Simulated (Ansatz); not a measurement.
Reaction (isomerisation): `C[SiH]1C=N1` → `N=C1C[SiH2]1`

Calculated with Ansatz (gas phase, PBE0-D4/def2-TZVP geometries, no zero-point term in ΔE). CCSD(T)/CBS is the MP2 limit (def2-TZVPP, def2-QZVPP) plus CCSD(T) − MP2 in def2-TZVPP, frozen cores. Functionals use def2-TZVPP. One conformer a species, not always the lowest.

| level | ΔE (kJ/mol) |
| --- | --- |
| PBE-D4 | 84.7 |
| B97M-V | 97.4 |
| r2SCANh-D4 | 96.5 |
| HF/def2-QZVPP | 108.9 |

Problem. What does CCSD(T)/CBS give? (Estimate.)

Solution. Ansatz gave: +102.0 kJ/mol. The listed levels differ from it by -17.3, -4.6, -5.5, 6.9 kJ/mol.

Largest T1 diagnostic among the species: 0.014.

Leaving LDA and LC-ωPBE aside and taking each functional with its dispersion term where it has one, the values, not all of them listed here, spread over 16.3 kJ/mol, from PBE-D4 to ωB97M-V. LDA lies −8.7 kJ/mol from PBE without D4. At CCSD(T), def2-SVP lies −15.0 kJ/mol from the extrapolated value and def2-TZVPP −1.9 kJ/mol. From BLYP to BHLYP (50 % exact exchange), in def2-TZVPP and without D4, ΔE moves by +9.9 kJ/mol.
